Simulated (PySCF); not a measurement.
Cl5W, SMILES [Cl][W-]([Cl])([Cl])([Cl])[Cl] (connectivity only; charge and spin as stated), charge -1, multiplicity 3.

The structure is a stationary point at B3LYP-D3(BJ)/def2-SVPD. The multiplicity is an assumed one; other spin states were not compared. The def2 effective core potentials stand for the cores of W; spin–orbit coupling is left out.

Two levels are set side by side: PBE/def2-SVPD (PySCF) and B3LYP/def2-SVPD (PySCF). Same geometry, gas phase. Differences are taken from unrounded values.

```json
[
 {"quantity": "α-spin orbital gap (eV)", "PBE": "0.86"},
 {"quantity": "β-spin orbital gap (eV)", "PBE": "3.52"},
 {"quantity": "mean polarisability (bohr³)", "PBE": "139.8"}
]
```

Problem. These are the PBE values. What does B3LYP give? (The exact figures need the calculation; the answer reports its results.)

Solution. 
```
quantity                     B3LYP  PBE minus B3LYP
---------------------------  -----  ---------------
α-spin orbital gap (eV)       2.67            -1.81
β-spin orbital gap (eV)       5.09            -1.57
mean polarisability (bohr³)  132.9              6.9
```

Loosely held outer electrons make PBE densities more polarisable. Differences between two approximate levels are no errors against the true value.

Rough cost on one machine, each run with all the roots and properties that it gave: B3LYP against PBE within a factor of 2.
